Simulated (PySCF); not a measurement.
Spectra and structures to be paired. Level of theory: PySCF 2.14.0, density-fitted response routines, TDDFT CAM-B3LYP/def2-SVPD, vertical, gas phase, core orbitals frozen in the response. Geometries: GFN2-xTB; one conformer of each isolated species. Triplets are in the Tamm–Dancoff approximation. Ions are computed without counter-ions or solvent.

A. `CC(C)[Si](N)(N)O`
B. `FC1=[O+]C=CC(F)=C1F`
C. `O=C(O)[Si@@H]1CC[SiH2]O1`
D. `CC(=O)c1ocpc1[SiH3]`
E. `CCO[Si@H](N)NC`

Lowest singlet levels (six at most, fewer where fewer were computed) with oscillator strengths:

1. 189 nm (f 0.030); 180 nm (f 0.063); 171 nm (f 0.017); 158 nm (f 0.002); 155 nm (f 0.012); 155 nm (f 0.023); T1 6.26 eV
2. 252 nm (f 0.003); 179 nm (f 0.052); 173 nm (f 0.070); 166 nm (f 0.009); 166 nm (f 0.016); 161 nm (f 0.004); T1 4.26 eV
3. 303 nm (f 0.000); 264 nm (f 0.182); 231 nm (f 0.018); 228 nm (f 0.003); 210 nm (f 0.242); 200 nm (f 0.002); T1 2.97 eV
4. 244 nm (f 0.149); 203 nm (f 0.016); 173 nm (f 0.000); 172 nm (f 0.475); 166 nm (f 0.001); 161 nm (f 0.260); T1 3.39 eV
5. 208 nm (f 0.003); 186 nm (f 0.031); 181 nm (f 0.013); 176 nm (f 0.026); 165 nm (f 0.017); 162 nm (f 0.007); T1 5.75 eV

Task: Which spectrum belongs to which structure?

Result: 1 = A, 2 = C, 3 = D, 4 = B, 5 = E.
- A: S1 at 6.55 eV, HOMO→LUMO (79%); Löwdin shares by element: HOMO nitrogen 72%, silicon 5% (atoms not listed hold the other 22%); LUMO silicon 29%, oxygen 14%, hydrogen 14% or more (atoms not listed hold the other 43%); HOMO -8.79 and LUMO 0.83 eV.
- B: S1 at 5.08 eV, HOMO→LUMO (94%); Löwdin shares by element: HOMO carbon 55% or more, fluorine 13% or more (atoms not listed hold the other 32%); LUMO carbon 56% or more, oxygen 16% (atoms not listed hold the other 28%); HOMO -15.36 and LUMO -7.35 eV; point group Cs, 1 of its 6 listed states under f = 0.0005.
- C: S1 at 4.91 eV, HOMO→LUMO (86%); Löwdin shares by element: HOMO oxygen 56% or more, carbon 13% or more, silicon 10% or more (atoms not listed hold the other 20%); LUMO oxygen 34% or more, carbon 31% or more, silicon 17% or more (atoms not listed hold the other 19%); HOMO -9.21 and LUMO 0.21 eV.
- D: S1 at 4.09 eV, HOMO-1→LUMO (83%); Löwdin shares by element: HOMO carbon 47% or more, phosphorus 26%, oxygen 9% or more (atoms not listed hold the other 19%); LUMO carbon 44% or more, oxygen 18% or more (atoms not listed hold the other 38%); HOMO -8.53 and LUMO -1.13 eV; point group Cs, 1 of its 6 listed states under f = 0.0005.
- E: S1 at 5.97 eV, HOMO→LUMO (66%), HOMO→LUMO+2 (17%), HOMO→LUMO+1 (10%); Löwdin shares by element: HOMO nitrogen 60% or more, carbon 12% or more, silicon 7%, hydrogen 6% or more; LUMO silicon 23%, hydrogen 18% or more, carbon 12% or more (atoms not listed hold the other 47%); HOMO -8.01 and LUMO 1.10 eV.
